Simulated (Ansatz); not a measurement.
C$_{3}$H$_{5}$, doublet, at a GFN2-xTB geometry; CCSD on PBE0/def2-SV(P) (Ansatz, an electronic-structure program).

Input for Ansatz:
Ansatz 0.2 input:
```yaml
crystal:
  periodic: [false, false, false]
  atoms:
    - {symbol: C, position_ang: [1.21930413, -0.01255927, -0.15192021]}
    - {symbol: C, position_ang: [-0.05035630, 0.42088717, 0.13622292]}
    - {symbol: H, position_ang: [1.39641854, -1.02027681, -0.48494024]}
    - {symbol: H, position_ang: [2.07179450, 0.63423331, -0.05547914]}
    - {symbol: H, position_ang: [-0.17289208, 1.44506354, 0.46770440]}
    - {symbol: C, position_ang: [-1.17491144, -0.35848292, 0.03182994]}
    - {symbol: H, position_ang: [-2.15056839, 0.02417330, 0.26857681]}
    - {symbol: H, position_ang: [-1.10897088, -1.38226320, -0.29265777]}
basis:
  gaussian:
    orbitals: def2-SV_P_.json
hamiltonian:
  xc: pbe0
magnetization: {spin_polarized: true, initial_magnetization: 1}
correlation: {method: ccsd}
```
The basis file holds def2-SV(P) in the JSON format of the Basis Set Exchange.

Output, abridged:

```
Functional definition: PBE0
596 factors; integrals over basis functions are off by at most 1.1e-3 eV
mean field evaluation 1: about -3179.5572 eV, gradient 2.8e1 eV
mean field evaluation 2: about -3179.8035 eV, gradient 2.8e1 eV
mean field evaluation 4: about -3183.9996 eV, gradient 2.1e0 eV
mean field evaluation 8: about -3184.0382 eV, gradient 1.1e-1 eV
mean field evaluation 16: about -3184.0384 eV, gradient 3.5e-5 eV
mean field -3184.03844235 eV, -117.0112545374 hartree, gradient 3.2e-6 eV, S^2 0.789752; 0 other end points of the search recorded, 0 dependent functions left out
3 core orbitals not correlated
reference -3166.14569036 eV, -116.3537080299 hartree; 9, 8 occupied and 40, 41 virtual orbitals, 596 factors
second order -9.75506693 eV of doubles, -0.25222447 eV of singles
cycle   1  -10.33430151 eV  change   -3.3e-1 eV  update   7.7e-2
cycle   2  -10.64497813 eV  change   -3.1e-1 eV  update   2.6e-2
cycle   3  -10.72938684 eV  change   -8.4e-2 eV  update   1.4e-2
cycle   4  -10.73765027 eV  change   -8.3e-3 eV  update   6.4e-3
cycle   5  -10.73563588 eV  change    2.0e-3 eV  update   2.2e-3
cycle   6  -10.73520184 eV  change    4.3e-4 eV  update   8.3e-4
cycle   7  -10.73523040 eV  change   -2.9e-5 eV  update   2.7e-4
cycle   8  -10.73517822 eV  change    5.2e-5 eV  update   7.5e-5
cycle   9  -10.73516129 eV  change    1.7e-5 eV  update   2.2e-5
cycle  10  -10.73516527 eV  change   -4.0e-6 eV  update   7.0e-6
Total energy: -3176.88085563 eV, -116.7482180772 hartree
```
